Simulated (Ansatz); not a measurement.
Relaxation of a periodic cell of 63 atoms, Si (host Si, host structure diamond, one Si atom removed), cell charge -1, to a largest force component of 0.03 eV/Å in at most 60 steps.

The calculation used DFT PBE-D3(BJ), scalar-relativistic, plane waves, PAW in Ansatz 0.2.0. Settings: PAW set soft_1, cutoff 420 eV, k mesh 1x1x1, gaussian smearing 0.05 eV, spin collinear.

```xyz
63
Lattice="10.8600 0.0000 0.0000 0.0000 10.8600 0.0000 0.0000 0.0000 10.8600" Properties=species:S:1:pos:R:3:forces:R:3
Si 5.430 0.000 0.000 0.00 -0.11 -0.11
Si 6.787 1.357 1.357 -0.01 0.02 0.02
Si 8.145 2.715 0.000 -0.02 -0.04 -0.02
Si 9.502 4.072 1.357 0.02 -0.02 0.02
Si 8.145 0.000 2.715 -0.02 -0.02 -0.04
Si 9.502 1.357 4.072 0.02 0.02 -0.02
Si 0.000 0.000 0.000 -0.04 -0.02 -0.02
Si 1.357 1.357 1.357 -0.02 0.02 0.02
Si 2.715 2.715 0.000 0.02 0.04 -0.02
Si 4.072 4.072 1.357 0.01 -0.02 0.02
Si 5.430 5.430 0.000 0.00 0.11 -0.11
Si 6.787 6.787 1.357 -0.04 0.04 0.00
Si 8.145 8.145 0.000 -0.11 0.00 -0.11
Si 9.502 9.502 1.357 0.02 -0.01 0.02
Si 2.715 0.000 2.715 0.02 -0.02 0.04
Si 4.072 1.357 4.072 0.01 0.02 -0.02
Si 5.430 2.715 2.715 0.00 0.00 0.00
Si 6.787 4.072 4.072 -0.01 -0.02 -0.02
Si 8.145 5.430 2.715 -0.02 0.02 0.04
Si 9.502 6.787 4.072 0.02 0.01 -0.02
Si 5.430 0.000 5.430 0.00 -0.11 0.11
Si 6.787 1.357 6.787 -0.04 0.00 0.04
Si 8.145 2.715 5.430 -0.02 0.04 0.02
Si 9.502 4.072 6.787 0.02 -0.02 0.01
Si 8.145 0.000 8.145 -0.11 -0.11 0.00
Si 9.502 1.357 9.502 0.02 0.02 -0.01
Si 0.000 5.430 0.000 0.04 0.02 -0.02
Si 1.357 6.787 1.357 -0.02 0.01 0.02
Si 2.715 8.145 0.000 0.11 0.00 -0.11
Si 4.072 9.502 1.357 0.04 -0.04 0.00
Si 0.000 2.715 2.715 0.00 0.00 0.00
Si 1.357 4.072 4.072 -0.02 -0.02 -0.02
Si 2.715 5.430 2.715 0.02 0.02 -0.04
Si 4.072 6.787 4.072 0.04 0.04 0.00
Si 5.430 8.145 2.715 0.00 0.00 0.00
Si 6.787 9.502 4.072 -0.04 -0.04 0.00
Si 0.000 0.000 5.430 0.04 -0.02 0.02
Si 1.357 1.357 6.787 -0.02 0.02 0.01
Si 2.715 2.715 5.430 0.02 -0.04 0.02
Si 4.072 4.072 6.787 0.04 0.00 0.04
Si 5.430 5.430 5.430 0.00 0.11 0.11
Si 6.787 6.787 6.787 -0.12 0.12 0.12
Si 8.145 8.145 5.430 -0.11 0.00 0.11
Si 9.502 9.502 6.787 0.00 -0.04 0.04
Si 2.715 0.000 8.145 0.11 -0.11 0.00
Si 4.072 1.357 9.502 0.04 0.00 -0.04
Si 5.430 2.715 8.145 0.00 0.00 0.00
Si 6.787 4.072 9.502 -0.04 0.00 -0.04
Si 8.145 5.430 8.145 -0.11 0.11 0.00
Si 9.502 6.787 9.502 0.00 0.04 -0.04
Si 0.000 8.145 2.715 0.00 0.00 0.00
Si 1.357 9.502 4.072 -0.02 -0.01 -0.02
Si 0.000 5.430 5.430 -0.04 0.02 0.02
Si 1.357 6.787 6.787 0.00 0.04 0.04
Si 2.715 8.145 5.430 0.11 0.00 0.11
Si 4.072 9.502 6.787 0.12 -0.12 0.12
Si 0.000 2.715 8.145 0.00 0.00 0.00
Si 1.357 4.072 9.502 -0.02 -0.02 -0.01
Si 2.715 5.430 8.145 0.11 0.11 0.00
Si 4.072 6.787 9.502 0.12 0.12 -0.12
Si 6.787 9.502 9.502 -0.12 -0.12 -0.12
Si 0.000 8.145 8.145 0.00 0.00 0.00
Si 1.357 9.502 9.502 0.00 -0.04 -0.04
```

Q: Where does it end, and by what steps?

A: The run converged. Limits of this set-up: coarse k mesh, charged cell in a uniform background, uncorrected. After 3 steps the energy has fallen by 0.099 eV; Si60 moved furthest, 0.15 Å.

| step | energy less start (eV) | largest force component (eV/Å) | accepted |
| --- | --- | --- | --- |
| 0 | 0.0000 | 0.118 | yes |
| 1 | -0.0851 | 0.065 | yes |
| 2 | -0.0953 | 0.036 | yes |
| 3 | -0.0985 | 0.016 | yes |

```xyz
63
Lattice="10.8600 0.0000 0.0000 0.0000 10.8600 0.0000 0.0000 0.0000 10.8600" Properties=species:S:1:pos:R:3
Si 5.436 -0.029 -0.029
Si 6.781 1.347 1.347
Si 8.141 2.712 -0.004
Si 9.503 4.072 1.358
Si 8.141 -0.004 2.712
Si 9.503 1.358 4.072
Si -0.003 -0.004 -0.004
Si 1.357 1.358 1.358
Si 2.719 2.718 -0.004
Si 4.079 4.083 1.347
Si 5.424 5.459 -0.029
Si 6.785 6.790 1.352
Si 8.116 8.151 -0.029
Si 9.492 9.496 1.347
Si 2.719 -0.004 2.718
Si 4.079 1.347 4.083
Si 5.430 2.715 2.715
Si 6.781 4.083 4.083
Si 8.141 5.434 2.718
Si 9.492 6.794 4.083
Si 5.424 -0.029 5.459
Si 6.785 1.352 6.790
Si 8.141 2.718 5.434
Si 9.492 4.083 6.794
Si 8.116 -0.029 8.151
Si 9.492 1.347 9.496
Si 0.003 5.434 -0.004
Si 1.368 6.794 1.347
Si 2.744 8.139 -0.029
Si 4.075 9.500 1.352
Si 0.000 2.715 2.715
Si 1.357 4.072 4.072
Si 2.719 5.434 2.712
Si 4.075 6.790 4.078
Si 5.430 8.145 2.715
Si 6.785 9.500 4.078
Si 0.003 -0.004 5.434
Si 1.368 1.347 6.794
Si 2.719 2.712 5.434
Si 4.075 4.078 6.790
Si 5.436 5.459 5.459
Si 6.703 6.872 6.872
Si 8.116 8.139 5.459
Si 9.497 9.500 6.790
Si 2.744 -0.029 8.139
Si 4.075 1.352 9.500
Si 5.430 2.715 8.145
Si 6.785 4.078 9.500
Si 8.116 5.459 8.139
Si 9.497 6.790 9.500
Si 0.000 8.145 2.715
Si 1.368 9.496 4.083
Si -0.003 5.434 5.434
Si 1.363 6.790 6.790
Si 2.744 8.151 5.459
Si 4.157 9.418 6.872
Si 0.000 2.715 8.145
Si 1.368 4.083 9.496
Si 2.744 5.459 8.151
Si 4.157 6.872 9.418
Si 6.703 9.418 9.418
Si 0.000 8.145 8.145
Si 1.363 9.500 9.500
```

The run took 41 s on 4 threads of Arm Neoverse V2, with other jobs on the host, peak memory 1.6 GiB.
